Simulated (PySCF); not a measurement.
Ga(F)(vinyl)(OH) (C2H4FGaO), SMILES C=[CH][Ga]([OH])[F]. Atoms are numbered in the order given.

```xyz
9

Ga    -0.0447    -0.3036     0.0000
F     -1.1115    -1.7247     0.0000
C     -0.7025     1.5190     0.0000
C      0.1465     2.5667     0.0000
H     -1.7916     1.6979     0.0000
H     -0.2179     3.6100     0.0000
H      1.2422     2.4366     0.0000
O      1.7062    -0.7064     0.0000
H      1.8430    -1.6722     0.0000
```

The structure is a stationary point at PBE-D3(BJ)/def2-SVP. The structure was generated by enumeration; whether it is a known compound was not checked. One conformer was computed; it need not be the lowest.

Two levels are set side by side: PBE/pcSseg-1 (PySCF) and PBE0/pcSseg-1 (PySCF). GIAO shifts against CFCl3 (¹⁹F), H2O (¹⁷O), TMS (¹H), TMS (¹³C) at the same level; non-relativistic, no solvent, atoms listed together averaged. Differences are taken from unrounded values.

| quantity | PBE |
|---|---|
| δ(¹⁹F) of F2 (ppm) | -154.8 |
| δ(¹³C) of C3 (ppm) | 140.5 |
| δ(¹³C) of C4 (ppm) | 156.8 |
| δ(¹H) of H5 (ppm) | 6.67 |
| δ(¹⁷O) of O8 (ppm) | 81.8 |
| δ(¹H) of H9 (ppm) | 2.88 |

**Question.** These are the PBE values. What does PBE0 give? (Estimate from the structure and the level; the computed values follow.)

**Answer.** 
```json
[
 {"quantity": "δ(¹⁹F) of F2 (ppm)", "PBE0": "-160.2", "PBE minus PBE0": "5.5"},
 {"quantity": "δ(¹³C) of C3 (ppm)", "PBE0": "139.7", "PBE minus PBE0": "0.9"},
 {"quantity": "δ(¹³C) of C4 (ppm)", "PBE0": "160.1", "PBE minus PBE0": "-3.3"},
 {"quantity": "δ(¹H) of H5 (ppm)", "PBE0": "6.69", "PBE minus PBE0": "-0.02"},
 {"quantity": "δ(¹⁷O) of O8 (ppm)", "PBE0": "59.6", "PBE minus PBE0": "22.2"},
 {"quantity": "δ(¹H) of H9 (ppm)", "PBE0": "2.63", "PBE minus PBE0": "0.25"}
]
```

Rough cost on one machine, each run with all the roots and properties that it gave: PBE0 against PBE within a factor of 2.
